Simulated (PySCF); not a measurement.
silyloxysilylmethanol (CH8O2Si2), SMILES OC[SiH2]O[SiH3].

Geometry: PBE-D3(BJ)/def2-SVP. Other conformers were not sampled.

Calculation: PySCF with PBE-D3(BJ)/def2-SVP.

Frequencies are harmonic and unscaled.

Computed harmonic wavenumbers and intensities:
```json
[
 {"mode": "1", "ν (cm⁻¹)": "22", "IR (km/mol)": "0.6", "moving atoms (share of kinetic energy)": "O 56 %, Si 26 %, H 17 %"},
 {"mode": "2", "ν (cm⁻¹)": "56", "IR (km/mol)": "0.3", "moving atoms (share of kinetic energy)": "H 88 %"},
 {"mode": "3", "ν (cm⁻¹)": "65", "IR (km/mol)": "0.5", "moving atoms (share of kinetic energy)": "O 41 %, Si 37 %, H 19 %"},
 {"mode": "4", "ν (cm⁻¹)": "108", "IR (km/mol)": "7.0", "moving atoms (share of kinetic energy)": "O 44 %, H 26 %, Si 16 %, C 15 %"},
 {"mode": "5", "ν (cm⁻¹)": "150", "IR (km/mol)": "7.0", "moving atoms (share of kinetic energy)": "O 42 %, Si 31 %, H 16 %, C 10 %"},
 {"mode": "6", "ν (cm⁻¹)": "264", "IR (km/mol)": "1.7", "moving atoms (share of kinetic energy)": "O 53 %, Si 20 %, C 19 %, H 8 %"},
 {"mode": "7", "ν (cm⁻¹)": "330", "IR (km/mol)": "156.4", "moving atoms (share of kinetic energy)": "H 94 %"},
 {"mode": "8", "ν (cm⁻¹)": "482", "IR (km/mol)": "11.5", "moving atoms (share of kinetic energy)": "H 92 %"},
 {"mode": "9", "ν (cm⁻¹)": "600", "IR (km/mol)": "5.7", "moving atoms (share of kinetic energy)": "Si 61 %, O 20 %, H 17 %"},
 {"mode": "10", "ν (cm⁻¹)": "684", "IR (km/mol)": "5.0", "moving atoms (share of kinetic energy)": "H 91 %, Si 9 %"},
 {"mode": "11", "ν (cm⁻¹)": "704", "IR (km/mol)": "3.0", "moving atoms (share of kinetic energy)": "C 40 %, H 29 %, Si 28 %"},
 {"mode": "12", "ν (cm⁻¹)": "710", "IR (km/mol)": "53.7", "moving atoms (share of kinetic energy)": "H 74 %, Si 11 %, O 8 %"},
 {"mode": "13", "ν (cm⁻¹)": "723", "IR (km/mol)": "69.4", "moving atoms (share of kinetic energy)": "H 78 %, O 12 %, Si 8 %"},
 {"mode": "14", "ν (cm⁻¹)": "826", "IR (km/mol)": "39.8", "moving atoms (share of kinetic energy)": "H 70 %, C 23 %"},
 {"mode": "15", "ν (cm⁻¹)": "870", "IR (km/mol)": "436.9", "moving atoms (share of kinetic energy)": "H 86 %, Si 12 %"},
 {"mode": "16", "ν (cm⁻¹)": "912", "IR (km/mol)": "66.3", "moving atoms (share of kinetic energy)": "H 96 %"},
 {"mode": "17", "ν (cm⁻¹)": "916", "IR (km/mol)": "35.5", "moving atoms (share of kinetic energy)": "H 95 %"},
 {"mode": "18", "ν (cm⁻¹)": "923", "IR (km/mol)": "197.9", "moving atoms (share of kinetic energy)": "H 91 %"},
 {"mode": "19", "ν (cm⁻¹)": "967", "IR (km/mol)": "228.3", "moving atoms (share of kinetic energy)": "H 83 %, Si 14 %"},
 {"mode": "20", "ν (cm⁻¹)": "1026", "IR (km/mol)": "81.2", "moving atoms (share of kinetic energy)": "O 46 %, C 41 %, H 12 %"},
 {"mode": "21", "ν (cm⁻¹)": "1051", "IR (km/mol)": "410.9", "moving atoms (share of kinetic energy)": "O 74 %, Si 16 %, H 9 %"},
 {"mode": "22", "ν (cm⁻¹)": "1108", "IR (km/mol)": "17.4", "moving atoms (share of kinetic energy)": "H 94 %"},
 {"mode": "23", "ν (cm⁻¹)": "1235", "IR (km/mol)": "1.9", "moving atoms (share of kinetic energy)": "H 74 %, C 24 %"},
 {"mode": "24", "ν (cm⁻¹)": "1332", "IR (km/mol)": "26.6", "moving atoms (share of kinetic energy)": "H 82 %, C 10 %, O 8 %"},
 {"mode": "25", "ν (cm⁻¹)": "1399", "IR (km/mol)": "3.3", "moving atoms (share of kinetic energy)": "H 94 %"},
 {"mode": "26", "ν (cm⁻¹)": "2128", "IR (km/mol)": "116.8", "moving atoms (share of kinetic energy)": "H 97 %"},
 {"mode": "27", "ν (cm⁻¹)": "2154", "IR (km/mol)": "32.1", "moving atoms (share of kinetic energy)": "H 97 %"},
 {"mode": "28", "ν (cm⁻¹)": "2160", "IR (km/mol)": "146.6", "moving atoms (share of kinetic energy)": "H 96 %"},
 {"mode": "29", "ν (cm⁻¹)": "2164", "IR (km/mol)": "180.6", "moving atoms (share of kinetic energy)": "H 97 %"},
 {"mode": "30", "ν (cm⁻¹)": "2187", "IR (km/mol)": "113.5", "moving atoms (share of kinetic energy)": "H 96 %"},
 {"mode": "31", "ν (cm⁻¹)": "2918", "IR (km/mol)": "37.0", "moving atoms (share of kinetic energy)": "H 94 %"},
 {"mode": "32", "ν (cm⁻¹)": "3026", "IR (km/mol)": "9.0", "moving atoms (share of kinetic energy)": "H 91 %, C 9 %"},
 {"mode": "33", "ν (cm⁻¹)": "3694", "IR (km/mol)": "24.8", "moving atoms (share of kinetic energy)": "H 94 %"}
]
```
